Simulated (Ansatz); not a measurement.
Mulliken charges of C2HCl3Sn, SMILES `C#[C][Sn]([Cl])([Cl])[Cl]` from r2SCAN/def2-TZVPP in Ansatz (PBE0-D4/def2-TZVP geometry).

```tsv
atom	x (Å)	y (Å)	z (Å)	charge (e)
C1	1.626	-1.403	0.628	-0.065
C2	0.752	-0.649	0.286	-0.456
Sn3	-0.736	0.632	-0.298	1.239
Cl4	-2.546	-0.532	-1.090	-0.313
Cl5	-0.001	2.028	-1.963	-0.313
Cl6	-1.434	1.926	1.462	-0.313
H7	2.400	-2.071	0.931	0.221
```

Q: By hand: the dipole of these point charges (1 e Å = 4.8032 D).

A: Σ q r = (0.416, -0.359, 0.163) e Å, of length 0.573 e Å = 2.75 D.

Q: How does the dipole of the full density compare? (Best estimate.)

A: Ansatz gave: (0.389, -0.335, 0.153) e Å, 2.57 D; the point charges give 1.07 times that, at 0° from its direction.

Point charges leave out the atoms' own dipoles, such as those of lone pairs, and Mulliken's split depends on the basis, so the close match here is no proof of good charges.
